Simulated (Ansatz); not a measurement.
Abstraction of H: C2H8InN + C2H7Si2 → C2H7InN + C2H8Si2

Gas-phase species: C2H8InN `C[N](C)[InH2]`, singlet; C2H7Si2 `[SiH2]/C=C/[SiH3]`, doublet; C2H7InN `[CH2][N](C)[InH2]`, doublet; C2H8Si2 `[SiH3]/C=C/[SiH3]`, singlet. A radical takes H: the energy is the difference in strength between the C–H bond broken and the Si–H bond made.

Shapes, held fixed at every level: PBE0-D4/def2-TZVP. Flexible molecules stand in one conformer, not always the lowest. Programs: Ansatz 0.2.0. Electronic energies: no zero-point or thermal term.

Question: Estimate ΔE of this reaction.

Answer: B2PLYP/def2-TZVPP gives ΔE = -25.2 kJ/mol; the levels span -41.6 to -8.2. The median of the levels is -25.6. No measured value is set beside it here. Spin contamination: C2H7Si2 (⟨S²⟩ up to 0.91), C2H7InN (⟨S²⟩ up to 0.78). Open shells run unrestricted. For atoms past krypton def2 sets carry core potentials with scalar relativity. Outer-core shells of In are correlated, in sets that cover them unevenly. Times are processor times on shared x86 and Arm servers, and rough.

| level | kind | ΔE (kJ/mol) | CPU time (sum over the molecules) |
| --- | --- | --- | --- |
| HF/def2-SVP | Hartree–Fock | -41.6 | – |
| PBE-D4/def2-TZVPP | GGA | -9.5 | 52 s |
| B3LYP-D4/def2-TZVPP | global hybrid | -25.6 | 1.8 min |
| BHLYP-D4/def2-TZVPP | global hybrid | -27.1 | 89 s |
| PBE0-D4/def2-TZVPP | global hybrid | -8.2 | 1.9 min |
| wB97M-V/def2-TZVPP | range-separated hybrid | -28.7 | 7.4 min |
| B2PLYP/def2-TZVPP | double hybrid | -25.2 | 5.5 min |
